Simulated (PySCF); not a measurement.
An unknown shows these calculated signals:

1H NMR (400 MHz, computed): δ 7.56 (m, 1H), 7.50 (m, 1H), 7.49 (m, 1H), 7.48 (m, 1H), 6.04 (m, 1H), 5.56 (m, 1H), 5.44 (m, 1H), 3.81 (m, 1H), 3.12 (m, 1H), 2.96 (m, 1H), 2.28 (m, 1H), 1.84 (m, 1H).

13C{1H} NMR (computed): δ 151.7 (CH), 151.6 (C), 149.8 (C), 132.3 (CH), 131.8 (CH), 130.2 (CH), 129.8 (CH), 122.2 (CH2), 55.9 (CH), 37.9 (CH2), 35.9 (CH2).

Theoretical values (PySCF): geometry from GFN2-xTB, GIAO PBE0/pcSseg-1 shieldings. Single conformer, no relativistic terms, no solvent.

References, each an isolated molecule treated in the same way: 1H, 13C against TMS.

Which of these does the molecule contain: a non-aromatic C=C double bond, a benzene ring, a CF3 group, an S-methyl group, a vinyl group CH=CH2, an N-methyl group?

Results:


- A non-aromatic C=C double bond: yes.
- A benzene ring: yes.
- A CF3 group: no.
- An S-methyl group: no.
- A vinyl group CH=CH2: yes (δC 122.2, 151.7; δH 5.56 (m), 5.44 (m), 6.04 (m)).
- An N-methyl group: no.

The data belong to `C=C[C@@H]1CCc2ccccc21`, C11H12; they needn't prove each group on their own.

Carbon signals by region: 8 in the sp2 and nitrile region (100–160 ppm), 1 at 50–100 ppm, 2 below 50 ppm.

Shifts are as computed. Against solution values, carbons near 30 ppm lie about +3 ppm off and those near 130 ppm about +5 ppm. Of 1211 compounds with measured shifts, 218 miss one by over three times the rms of a fit or turn the order of signals round; such compounds aren't used in these exercises. Multiplicities follow the n + 1 count of equivalent neighbours, as no J values were calculated; m marks all less simple cases, F and P coupling included.
